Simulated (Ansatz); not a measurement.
Geometry optimisation, RKS LDA/def2-SVP (Ansatz 0.2.0).

The input (input.yaml):

```yaml
crystal:
  periodic: [false, false, false]
  atoms:
    - { symbol: O, position_ang: [-2.7265, 0.5217, 1.8693] }
    - { symbol: Si, position_ang: [-1.3213, 0.7875, 0.9787] }
    - { symbol: S, position_ang: [-0.0876, -0.9379, 1.2211] }
    - { symbol: C, position_ang: [1.436, -0.2765, 0.2857] }
    - { symbol: Ge, position_ang: [1.1363, -0.6713, -1.626] }
    - { symbol: H, position_ang: [-3.2133, -0.1907, 1.4192] }
    - { symbol: H, position_ang: [-0.5978, 1.9856, 1.4921] }
    - { symbol: H, position_ang: [-1.595, 0.9983, -0.4495] }
    - { symbol: H, position_ang: [2.2834, -0.7891, 0.6766] }
    - { symbol: H, position_ang: [1.5034, 0.8032, 0.4746] }
    - { symbol: H, position_ang: [0.9084, -2.1857, -1.7852] }
    - { symbol: H, position_ang: [2.4282, -0.2143, -2.3544] }
    - { symbol: H, position_ang: [-0.1337, 0.1345, -2.1874] }
basis:
  gaussian: { orbitals: def2-SVP }
hamiltonian:
  xc: lda
relax:
  f_tol: 0.015
  max_steps: 40
```

Command:

```bash
$ ansatz run input.yaml --threads 2 --pin off --max-ram 3072MiB --backend cpu --events-out ev --progress --plain --runs-dir out
```

Problem. Where does it end, and by what steps?

Solution. The forces met the threshold. After 30 steps the energy has fallen by 0.424 eV; H6 moved furthest, 2.23 Å.

| step | energy less start (eV) | largest force component (eV/Å) | accepted |
| --- | --- | --- | --- |
| 0 | 0.0000 | 2.784 | yes |
| 2 | -0.2041 | 0.393 | yes |
| 4 | -0.2251 | 0.124 | yes |
| 6 | -0.2374 | 0.187 | yes |
| 8 | -0.2513 | 0.282 | yes |
| 10 | -0.2626 | 0.089 | yes |
| 12 | -0.2724 | 0.169 | yes |
| 14 | -0.2901 | 0.377 | yes |
| 16 | -0.3195 | 0.508 | yes |
| 18 | -0.3713 | 0.154 | yes |
| 20 | -0.3991 | 0.326 | yes |
| 22 | -0.4143 | 0.167 | yes |
| 24 | -0.4211 | 0.099 | yes |
| 26 | -0.4230 | 0.024 | yes |
| 28 | -0.4235 | 0.027 | yes |
| 30 | -0.4237 | 0.012 | yes |

```xyz
13
Properties=species:S:1:pos:R:3
O -2.300 0.131 0.447
Si -1.120 0.881 1.343
S 0.625 -0.304 1.709
C 1.491 -0.056 0.127
Ge 0.599 -0.937 -1.367
H -2.021 -0.110 -0.461
H -1.719 1.144 2.688
H -0.625 2.134 0.658
H 2.504 -0.495 0.248
H 1.623 1.028 -0.086
H 0.237 -2.382 -0.973
H 1.446 -0.904 -2.662
H -0.719 -0.164 -1.657
```

Whether the end is a true minimum wasn't checked by a vibrational analysis.

Time of the run: 72 s on 2 threads of Arm Neoverse V2 (shared host), peak memory 0.19 GiB.
